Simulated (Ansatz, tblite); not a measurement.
Spin states of the cluster TeAs₂⁺ (the lowest doublet isomer of a short search), each relaxed with PBE-D4/def2-TZVP in Ansatz. Electronic energies in the gas phase.

In the def2 sets Te takes a core potential; there is no spin–orbit coupling. The xTB rows come from tblite. LC-ωPBE has ω = 0.4 bohr⁻¹. Correlated methods freeze 22 core orbitals; core or outer-core shells of As, Te are correlated, in sets that lack core-valence functions. The rows differ in basis, and correlated rows in double-zeta sets carry the largest basis error. In CCSD on the charge 1 doublet the largest single amplitude is 0.27, so its Hartree–Fock determinant may place the open shell otherwise than the density functionals do. The structure comes from a short search, and lower isomers may exist.

Doublet geometry (C2v within 0.1 Å):

```xyz
3

As   -0.0199    0.5534   -1.2715
As    0.6316   -1.2344    0.0263
Te   -0.6117    0.6810    1.2452
```

Quartet geometry:

```xyz
3

As    0.296    1.027    1.098
As    1.060   -0.538   -0.959
Te   -1.356   -0.488   -0.140
```

⟨S²⟩: doublet 0.76 at PBE0-D4/def2-TZVP (pure 0.75), quartet 3.77 at PBE0-D4/def2-TZVP (pure 3.75).

Run but left out: HF/def2-SVP, HF/def2-TZVP, MP2/def2-SVP, MP2/def2-TZVP (doublet: ⟨S²⟩ 1.28, where a pure state has 0.75).

Only these spin states were relaxed.

(1) Estimate which spin state lies lowest at each of these levels, and by how much: GFN1-xTB; GFN2-xTB; PBE-D4/def2-TZVP; r2SCAN-D4/def2-TZVP; r2SCANh-D4/def2-TZVP; PBE0-D4/def2-TZVP; BHLYP-D4/def2-TZVP; CAM-B3LYP-D4/def2-TZVP; LC-ωPBE/def2-TZVP; RPA@PBE/def2-TZVP; CCSD/def2-SVP; CCSD(T)/def2-SVP.

Answers

(1) 
| level | quartet − doublet (kcal/mol) | lowest of these | remarks |
| --- | --- | --- | --- |
| GFN1-xTB | 52.0 | doublet | – |
| GFN2-xTB | 51.1 | doublet | – |
| PBE-D4/def2-TZVP | 48.1 | doublet | – |
| r2SCAN-D4/def2-TZVP | 46.5 | doublet | – |
| r2SCANh-D4/def2-TZVP | 45.3 | doublet | – |
| PBE0-D4/def2-TZVP | 45.3 | doublet | – |
| BHLYP-D4/def2-TZVP | 42.1 | doublet | – |
| CAM-B3LYP-D4/def2-TZVP | 44.1 | doublet | – |
| LC-ωPBE/def2-TZVP | 41.2 | doublet | spin-contaminated (⟨S²⟩ 0.84) (doublet) |
| RPA@PBE/def2-TZVP | 47.7 | doublet | – |
| CCSD/def2-SVP | 43.2 | doublet | large T1 (0.046) (doublet), spin-contaminated (⟨S²⟩ 1.28) (doublet) |
| CCSD(T)/def2-SVP | 45.9 | doublet | large T1 (0.046) (doublet), spin-contaminated (⟨S²⟩ 1.28) (doublet) |

Change of the quartet − doublet gap on mixing in exact exchange, in kcal/mol: PBE to PBE0 (25 % exact exchange) -2.8; r2SCAN to r2SCANh (10 % exact exchange) -1.2. The xTB methods have no spin-polarisation term.
